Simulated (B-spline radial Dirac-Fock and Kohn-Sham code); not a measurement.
## Photoemission from Mn⁷⁺ at 14000 eV, detector at θ = 54.7°, φ = 0°

System: Mn⁷⁺, [Ne] 3s2 3p6. Method: Dirac-Hartree-Slater photoionisation with a Latter tail; cross sections with all multipoles, angular parameters from the dipole term and its interference with E2. Computed with a B-spline atomic structure program. Thresholds are orbital energies of the model. For linearly polarised light dσ/dΩ = σ/(4π) [1 + β P₂(cos θ) + (δ + γ cos²θ) sin θ cos φ], with θ from the polarisation vector and φ the angle between the beam and the projection of the electron momentum on the plane normal to the polarisation. The dipole factor is 1 + βP₂ and the non-dipole term is the rest of the bracket. Open shells are filled statistically over j.

Input file task.json (cfg lists n, l and occupation; rrms is the nuclear radius in fm):

```json
{"items": [{
  "Z": 25,
  "q": 7,
  "cfg": [[1, 0, 2], [2, 0, 2], [2, 1, 6], [3, 0, 2], [3, 1, 6]],
  "A": 55,
  "rrms": 3.7057,
  "do": "xps",
  "hv": [53.7, 55.9, 62.7, 79.5, 80, 117.0, 199.0, 201.0, 214.0, 277.0, 404.0, 508.0, 600, 602.0, 923.0, 1000, 1600.0, 2220.0, 2984.4, 4000, 4330.0, 4360.0, 5414.7, 6390.0, 6670.0, 9170.0, 9251.7, 9330.0, 14000.0, 15000]
}]}
```

Launch: `python xray2_run.py task.json out`

```
subshell  threshold (eV)   σ (kb)     β     γ      δ  dipole factor  non-dipole term  dσ/dΩ (kb/sr)
      1s          6662.7     4.88  2.00  1.77  0.000          1.002           +0.481          0.577
      2s           922.2    0.372  2.00  2.12  0.000          1.002           +0.577         0.0468
   2p1/2           818.7   0.0493  0.57  1.54  0.300          1.001           +0.663        0.00652
   2p3/2           807.8   0.0901  0.53  1.49  0.304          1.000           +0.655         0.0119
      3s           227.8   0.0621  2.00  2.16  0.000          1.002           +0.588        0.00786
   3p1/2           196.2  0.00809  0.54  1.51  0.301          1.000           +0.656        0.00107
   3p3/2           194.5   0.0149  0.50  1.46  0.306          1.000           +0.647        0.00195
```
